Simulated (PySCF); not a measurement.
H$_{4}$BP, singlet, geometry from GFN2-xTB, atoms displaced at random by about 0.08 Å a coordinate; PySCF with DF-HF/cc-pVDZ, gradient.

PySCF was given this input:
```python
from pyscf import gto, scf

mol = gto.Mole()
mol.atom = '''
    B     0.10893313   -0.36108240   -1.05529566
    H    -0.69624925   -0.02116126   -2.00331942
    H     0.78018100   -1.08693071   -1.43484157
    P    -0.15482421    0.03863568    0.67132807
    H    -0.35774621    1.57551052    0.57254104
    H     1.27480027    0.23220705    0.94524186
'''
mol.basis = 'cc-pvdz'
mol.verbose = 4
mol.build()

mf = scf.RHF(mol)
mf = mf.density_fit(auxbasis='def2-universal-jkfit')
mf.kernel()
g = mf.nuc_grad_method()
g.auxbasis_response = False
grad = g.kernel()
```

Output, abridged:

```
PySCF version 2.14.0

[INPUT] verbose = 4
[INPUT] num. atoms = 6
[INPUT] num. electrons = 24
[INPUT] charge = 0
[INPUT] spin (= nelec alpha-beta = 2S) = 0
[INPUT] symmetry False subgroup None
[INPUT] Mole.unit = angstrom
[INPUT] Symbol           X                Y                Z      unit          X                Y                Z       unit  Magmom
[INPUT]  1 B      0.108933130000  -0.361082400000  -1.055295660000 AA    0.205853781592  -0.682346844401  -1.994219777842 Bohr   0.0
[INPUT]  2 H     -0.696249250000  -0.021161260000  -2.003319420000 AA   -1.315720396934  -0.039988985851  -3.785725043823 Bohr   0.0
[INPUT]  3 H      0.780181000000  -1.086930710000  -1.434841570000 AA    1.474328417589  -2.054001358279  -2.711457599441 Bohr   0.0
[INPUT]  4 P     -0.154824210000   0.038635680000   0.671328070000 AA   -0.292575354352   0.073010853836   1.268626192033 Bohr   0.0
[INPUT]  5 H     -0.357746210000   1.575510520000   0.572541040000 AA   -0.676042359001   2.977283389171   1.081945760674 Bohr   0.0
[INPUT]  6 H      1.274800270000   0.232207050000   0.945241860000 AA    2.409023373822   0.438807728693   1.786248236874 Bohr   0.0

nuclear repulsion = 46.5422142630577
number of shells = 22
number of NR pGTOs = 95
number of NR cGTOs = 52
basis = cc-pvdz
ecp = {}

******** <class 'pyscf.df.df_jk.DFRHF'> ********
method = DFRHF
initial guess = minao
damping factor = 0
level_shift factor = 0
DIIS = <class 'pyscf.scf.diis.CDIIS'>
diis_start_cycle = 1
diis_space = 8
diis_damp = 0
SCF conv_tol = 1e-09
SCF conv_tol_grad = None
SCF max_cycles = 50
direct_scf = False
Set gradient conv threshold to 3.16228e-05
Initial guess from minao.
******** <class 'pyscf.df.df.DF'> ********
auxbasis = def2-universal-jkfit
init E= -367.623056241594
  HOMO = -0.290313531579602  LUMO = -0.0186435865306489  gap/eV = 7.39252
cycle= 1 E= -367.663964280469  delta_E= -0.0409  |g|= 0.218  |ddm|= 1.83
  HOMO = -0.396286696040084  LUMO = 0.0495966281905926  gap/eV = 12.13310
cycle= 2 E= -367.688687869145  delta_E= -0.0247  |g|= 0.062  |ddm|= 0.277
  HOMO = -0.38454179658324  LUMO = 0.0703105348190176  gap/eV = 12.37716
cycle= 3 E= -367.691234536534  delta_E= -0.00255  |g|= 0.0191  |ddm|= 0.0974
  HOMO = -0.386974924814717  LUMO = 0.0659722693905289  gap/eV = 12.32532
cycle= 4 E= -367.691500374423  delta_E= -0.000266  |g|= 0.00492  |ddm|= 0.0325
  HOMO = -0.387892742219504  LUMO = 0.066438718172467  gap/eV = 12.36299
cycle= 5 E= -367.691530564483  delta_E= -3.02e-05  |g|= 0.00184  |ddm|= 0.0119
  HOMO = -0.387778674893097  LUMO = 0.0663176807619963  gap/eV = 12.35659
cycle= 6 E= -367.691534577743  delta_E= -4.01e-06  |g|= 0.000495  |ddm|= 0.005
  HOMO = -0.387815267297805  LUMO = 0.0663539350003663  gap/eV = 12.35857
cycle= 7 E= -367.691534942463  delta_E= -3.65e-07  |g|= 0.000133  |ddm|= 0.00158
  HOMO = -0.387804355715938  LUMO = 0.0663499712343207  gap/eV = 12.35817
cycle= 8 E= -367.691534968086  delta_E= -2.56e-08  |g|= 3.85e-05  |ddm|= 0.000385
  HOMO = -0.387805002539077  LUMO = 0.0663480646677788  gap/eV = 12.35813
cycle= 9 E= -367.691534970461  delta_E= -2.37e-09  |g|= 9.91e-06  |ddm|= 0.000123
  HOMO = -0.387802700036147  LUMO = 0.0663483524920347  gap/eV = 12.35808
cycle= 10 E= -367.691534970601  delta_E= -1.41e-10  |g|= 2.94e-06  |ddm|= 3.19e-05
  HOMO = -0.387803437793726  LUMO = 0.0663479324139673  gap/eV = 12.35809
Extra cycle  E= -367.691534970608  delta_E= -7.05e-12  |g|= 1.29e-06  |ddm|= 5.42e-06
converged SCF energy = -367.691534970608

******** <class 'pyscf.df.grad.rhf.Gradients'> for <class 'pyscf.df.df_jk.DFRHF'> ********
unit = Eh/Bohr
--------------- DFRHF gradients ---------------
         x                y                z
0 B     0.0881370337    -0.0506495638     0.0598313293
1 H    -0.0177761913    -0.0002231318    -0.0290341089
2 H    -0.0699898612     0.0656579748     0.0238457916
3 P    -0.0225804645    -0.0704039329    -0.0483557497
4 H     0.0025431033     0.0456362788    -0.0014603345
5 H     0.0190233708     0.0093076902    -0.0044645271
----------------------------------------------
```
